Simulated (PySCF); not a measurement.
# What a mistake does to a calculation on AlGeH5OSi

All numbers below are calculated, not measured. The program is PySCF 2.14.0, an open-source quantum chemistry code, run on an isolated molecule that a program drew, which may never have been made. The molecule is AlGeH5OSi (charge 0, singlet), drawn as the SMILES string `[AlH2][O][Ge][SiH3]`.

Each row is a Hartree-Fock (HF) and frozen-core CCSD(T) single point in the cc-pV(D+d)Z basis, meant for a local HF minimum. Run 1 is clean. Each other run has one planted mistake out of seven kinds, and not every kind appears here: one electron removed, one electron added, multiplicity raised by two, geometry at a saddle point, minimal basis STO-3G, one bond length entered in bohr, all coordinates scaled. The reference is restricted for singlets and unrestricted otherwise, and also for a bond in bohr. Adding or removing an electron swaps singlet and doublet. Electrons count all cores. HOMO and LUMO are orbital energies over both spins, the gradient is its largest component, and the lowest frequency (negative if imaginary) is given only where the gradient is small. Bond lengths are over the 8 bonds as drawn. T1 is the CCSD diagnostic: over 0.02 (restricted) or 0.045 (unrestricted) a single reference is doubtful. Germanium has the cc-pVDZ-PP basis, with a core potential (ECP10MDF) in place of its 10 inner electrons, and its 3s, 3p and 3d shells are frozen in CCSD(T).

Geometry of the clean run:
```xyz
9
AlGeH5OSi, angstrom
Al    0.9537    0.3345    2.4029
O     1.4404    1.0247    0.9453
Ge    2.1114    1.7516   -0.5324
Si   -0.1378    1.8993   -1.6535
H     0.5540    1.2848    3.5940
H     0.9220   -1.2358    2.5232
H    -0.7265    0.5351   -1.7481
H    -0.1169    2.4844   -3.0207
H    -1.0478    2.7270   -0.8149
```

```
run,electrons,basis functions,<S^2>,HOMO (eV),LUMO (eV),gradient (hartree/bohr),lowest frequency (cm^-1),mean bond (Å),longest bond (Å),T1,HF (hartree),CCSD(T) (hartree),mistake
1,72,108,0.000,-8.15,0.59,8.2e-06,56,1.6995,2.517,0.0192,-902.05773,-902.55184,no fault
2,73,108,0.764,-1.08,5.26,6.1e-02,-,1.6995,2.517,0.0206,-902.06571,-902.56949,one electron added
3,72,108,1.023,-8.11,0.51,9.8e-03,-,1.8650,2.813,0.0499,-901.95642,-902.43693,one bond length entered in bohr
4,72,108,0.000,-8.25,0.22,4.7e-02,-,1.8592,2.754,0.0240,-902.00057,-902.50917,all coordinates scaled
5,71,108,0.779,-14.95,-6.28,6.1e-02,-,1.6995,2.517,0.0252,-901.79357,-902.26525,?
6,72,108,2.023,-7.11,-0.25,1.4e-02,-,1.6995,2.517,0.0207,-902.02118,-902.49723,?
```

**Which mistake was planted in run 5, and what did it cost?**

It counts 71 electrons, one fewer than the clean run, at the same geometry and basis. So the mistake is: one electron removed. Subtracting run 1 and multiplying by 627.51 kcal/mol a hartree, the energy moved by 165.8 kcal/mol in HF and 179.8 kcal/mol in CCSD(T).

**Which mistake was planted in run 6, and what did it cost?**

Electrons, basis and geometry are unchanged, and <S^2> is 2.023, beside S(S+1) = 2.00 for a multiplicity of 3. So the mistake is: multiplicity raised by two. Subtracting run 1 and multiplying by 627.51 kcal/mol a hartree, the energy moved by 22.9 kcal/mol in HF and 34.3 kcal/mol in CCSD(T).

Cautions from the logs. Run 3: T1 is over the limit, so its CCSD(T) energy is less reliable; run 4: T1 is over the limit, so its CCSD(T) energy is less reliable.
